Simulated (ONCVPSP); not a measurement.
## cerium (Ce): excitation energies, all-electron against ONCV

- Element: cerium
- Generator: ONCVPSP 4.0.1
- Type: optimised norm-conserving Vanderbilt (ONCV)
- Functional: LDA (Perdew-Wang 92)
- Relativity: scalar-relativistic
- Frozen core: [Kr] 4d10
- Valence charge: 12
- Reference configuration: 4f1 5s2 5p6 (charge +3)
- Partial waves: 5s: rc 1.85 bohr, ncon 4, nbas 7, qcut 5.1 1/bohr, 1 projector; 5p: rc 2.00 bohr, ncon 4, nbas 7, qcut 3.4 1/bohr, 3 projectors, debl 4 Ha; d scattering state at 0.07 Ha: rc 1.95 bohr, ncon 4, nbas 9, qcut 4.9 1/bohr, 2 projectors, debl 2.3 Ha; 4f: rc 1.55 bohr, ncon 3, nbas 8, qcut 8.9 1/bohr, 1 projector
- Local potential: polynomial inside 1.50 bohr (lpopt 5, dvloc0 6 Ha)
- Core correction: Teter function, fcfact 2, rcfact 1

In the d channel the program set the typed energies aside and used 0.050, 2.350 Ha.

Energies are relative to the spin-unpolarised reference configuration 4f1 5s2 5p6; without spin polarisation the order of configurations can differ from experiment.

| valence configuration | charge | ΔE all-electron (eV) | error AE − PS (meV) |
| --- | --- | --- | --- |
| 4f1 5s2 5p6 5d1 6s2 | 0 | -36.941 | +164 |
| 4f1 5s2 5p6 5d1 6s1 | +1 | -30.675 | +122 |
| 4f1 5s2 5p6 5d1 | +2 | -19.334 | +30 |
| 4f1 5s2 5p6 5d1 6p1 | +1 | -27.524 | +32 |

Levels in the configuration 4f1 5s2 5p6 5d1 6s1:

```csv
level,all-electron (eV),pseudo (eV)
4f,-11.595,-11.582
5s,-46.707,-46.654
5p,-29.255,-29.199
5d,-8.749,-8.731
6s,-8.747,-8.808
```
